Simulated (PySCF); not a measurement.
C2H5S, SMILES CC[S], multiplicity 2. Geometry optimised at PBE-D3(BJ)/def2-TZVP. The isomer is the one that the SMILES or the coordinates give; other isomers of the formula were not compared.

Level of theory: PBE-D3(BJ)/def2-TZVP (PySCF).

Harmonic wavenumbers (cm⁻¹): 211, 323, 449, 665, 866, 954, 1043, 1202, 1221, 1357, 1365, 1435, 1443, 2933, 2947, 2969, 3040, 3059. Rotational constants (GHz): 33.36, 5.374, 4.910; symmetry number 1.

Q: Work out the zero-point energy and the ideal-gas rigid-rotor harmonic-oscillator thermochemistry at 298.15 K and 1 atm.

A: ZPE = ½ Σ hcν = ½ × 27482 cm⁻¹ = 39.29 kcal/mol. H − E(el) = 42.62 kcal/mol. Entropy in cal/(mol K): translation 38.25, rotation 23.42, vibration 4.98, spin 1.38, total 68.03. G − E(el) = 22.33 kcal/mol. Cp = 15.80 cal/(mol K).
